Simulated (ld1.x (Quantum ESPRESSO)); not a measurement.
## What the settings do to the TM potential of Fe

Base potential:

| Quantity | Value |
| --- | --- |
| Element | Fe |
| Generator | ld1.x (Quantum ESPRESSO) 7.5 |
| Type | norm-conserving Troullier–Martins (Kleinman–Bylander form) |
| Functional | PW91 |
| Relativity | fully relativistic |
| Frozen core | [Ar] |
| Valence charge | 8 |
| Reference configuration | 3d6 4s1.75 4p0.25 |
| Partial waves | 4s (bound): rc 2.05 bohr; 4p (bound): rc 2.90 bohr; 3d (bound): rc 1.15 bohr |
| Local potential | the d channel |
| Core correction | none |

Open shells are filled in proportion to 2j + 1 (rel_dist='average').

Cutoffs, loose and tight: the cutoffs (Ry, on a coarse ladder) from which the occupation-weighted sum of valence levels, in a spherical-Bessel basis at the reference potential, stays within 10 and 1 mRy of its value at 400 Ry. They do not see the model core or the augmentation charge, which bear on the density cutoff. Test errors are all-electron minus pseudo excitation energies from the reference, over the configurations 3d6 4s2 4p0; 3d6 4s1 4p0; 3d6 4s0 4p0; 3d7 4s0 4p0; 3d5 4s0 4p0; 3d5 4s2 4p1; 3d6.5 4s1.5 4p0. A dash means not determined; rows that change the core or the reference have their own tests. The largest error is taken over the tests solved by every variant that gives reliable tests at all: 3d5 4s0 4p0; 3d6 4s0 4p0; 3d6 4s1 4p0; 3d6 4s2 4p0; 3d6.5 4s1.5 4p0; 3d7 4s0 4p0.

A true bound ghost makes a file unfit for plane-wave use even where its test errors are small: the radial tests pick states by their node count and pass the ghost by. Where a test does run into it, the solver fails or the error is huge.

```csv
change,outcome,"cutoff, loose","cutoff, tight",bound ghosts,largest test error (meV)
base,generated,160 Ry,230 Ry,"s, p3/2, p1/2",-174
wave 4p (bound): rc 2.90 bohr becomes 4p (bound): rc 2.86 bohr,generated,160 Ry,230 Ry,"s, p3/2, p1/2",-174
"all radii scaled by about 1.16 (s 2.38, p 3.38, d 1.34 bohr)",generated,140 Ry,200 Ry,"s, p3/2, p1/2",-170
reference 3d6 4s1.75 4p0,generated,160 Ry,230 Ry,"s, p3/2, p1/2",-193
functional BLYP,generated,160 Ry,230 Ry,"s, p3/2, p1/2",-161
wave 3d (bound): rc 1.15 bohr becomes 3d (bound): rc 1.22 bohr,generated,140 Ry,200 Ry,"s, p3/2, p1/2",-175
core correction a·sin(br)/r model core inside 0.80 bohr,generated,160 Ry,230 Ry,"s, p3/2, p1/2",-235
"core [Ne] 3s2, valence charge 14; reference 3p6 3d6 4s1.75 4p0.25; waves now 3p (bound): rc 0.30 bohr; 3d (bound): rc 1.40 bohr; 4s (bound): rc 1.95 bohr; local potential the s channel; core correction a·sin(br)/r model core, default radius (core density twice the valence density)",failed: run_pseudo: Errors in PS-KS equation,–,–,–,–
core correction a·sin(br)/r model core inside 0.90 bohr,generated,160 Ry,230 Ry,"s, p3/2, p1/2",-235
wave 4s (bound): rc 2.05 bohr becomes 4s (bound): rc 3.14 bohr,generated,160 Ry,230 Ry,"s, p3/2, p1/2",-110
local potential the p channel,generated,160 Ry,230 Ry,s,-390
```

(1) What comes out with this change to the base: scalar-relativistic?

(2) What comes out with this change to the base: wave 4s (bound): rc 2.05 bohr becomes 4s (bound): rc 3.08 bohr?

## Answers

(1) outcome: generated; cutoff, loose: 160 Ry; cutoff, tight: 230 Ry; bound ghosts: s, p; largest test error (meV): -176.

(2) outcome: generated; cutoff, loose: 160 Ry; cutoff, tight: 230 Ry; bound ghosts: s, p3/2, p1/2; largest test error (meV): -83.
